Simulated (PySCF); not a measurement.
## Spinor energies of Sc (scandium, neutral)

Start: [Ar] 3d1 4s2; 3d3/2 filled at m_j = +3/2. Calculated with PySCF 2.14 in x2c-QZVPPall-2c (11s9p5d3f2g, 102 functions): generalised Hartree-Fock with the X2C-1e Hamiltonian and a Gaussian nucleus; one run each with spin-orbit coupling (SO) switched off, then screened by Boettger's factors.

| spinor shell | electrons | ε, spin-free (eV) | ε, screened SO (eV) | weight of nominal j (screened SO) | rms radius, screened SO (bohr) |
| --- | --- | --- | --- | --- | --- |
| 1s1/2 | 2 | -4539.5 | -4539.5 | 1.000 | 0.0844 |
| 2s1/2 | 2 | -524.09 | -524.07 | 1.000 | 0.370 |
| 2p1/2 | 2 | -426.75 | -430.10 | 1.000 | 0.338 |
| 2p3/2 | 4 | -426.75 | -425.08 | 1.000 | 0.341 |
| 3s1/2 | 2 | -70.483 | -70.474 | 1.000 | 1.15 |
| 3p1/2 | 2 | -42.825 | -43.853 | 0.958 | 1.27 |
| 3p3/2 | 4 | -42.825 | -42.301 | 0.979 | 1.27 |
| 3d3/2 | 1 | -9.256 | -9.270 | 0.950 | 1.92 |
| 4s1/2 | 2 | -5.759 | -5.759 | 0.996 | 4.22 |

| quantity | spin-free | screened SO |
| --- | --- | --- |
| E (hartree) | -763.29165 | -763.29700 |
| M_J | 3/2 | 3/2 |
| ⟨J²⟩ | 4.237 | 4.008 |
| ⟨L²⟩ | 6.039 | 6.039 |
| ⟨S²⟩ | 0.767 | 0.767 |

Each row is a mean over spinors that exchange with the open shell spreads, by up to 3.422 eV (3p1/2).

⟨J²⟩ departs a little from M_J(M_J + 1) because the unrestricted spinors polarise the closed shells.

Without spin-orbit coupling the j labels of p, d and f shells carry no meaning; the spin-free column gives the mean over the occupied spinors of each nl shell, and its ⟨J²⟩ belongs to a mixture of degenerate components.
